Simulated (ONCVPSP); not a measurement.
Building the ONCV potential for hafnium (Hf) (PBEsol, scalar-relativistic).

| Quantity | Value |
| --- | --- |
| Element | Hf (Z = 72) |
| Generator | ONCVPSP 4.0.1 |
| Type | optimised norm-conserving Vanderbilt (ONCV) |
| Functional | PBEsol |
| Relativity | scalar-relativistic |
| Frozen core | [Xe] 4f14 |
| Valence charge | 4 |
| Reference configuration | 5d2 6s1 6p1 |
| Partial waves | 6s: rc 2.30 bohr, ncon 5, nbas 9, qcut 3.7 1/bohr, 2 projectors, debl 2.3 Ha; 6p: rc 3.65 bohr, ncon 4, nbas 7, qcut 2.6 1/bohr, 1 projector; 5d: rc 1.80 bohr, ncon 5, nbas 8, qcut 6.2 1/bohr, 2 projectors, debl 0.4 Ha |
| Local potential | polynomial inside 1.25 bohr (lpopt 1, dvloc0 6 Ha) |
| Core correction | none |

All-electron outer shells of the reference configuration (PBEsol, scalar-relativistic, ld1.x):

```
shell  level (eV)  outermost node (bohr)  outermost maximum (bohr)
   5p      -37.07                   0.60                      1.16
   4f      -18.34                      –                      0.45
   6s       -6.03                   1.36                      2.85
   5d       -3.91                   0.67                      1.67
   6p       -2.06                   1.65                      3.95
```

**Question.** Does this generation succeed?

**Answer.** No. ONCVPSP 4.0.1 stopped with "optimize: ERROR ps0norm > uunorm, code will stop": the continuity conditions at rc already need more norm inside rc than the all-electron wave has, so norm conservation cannot be met. It happened in the s channel.
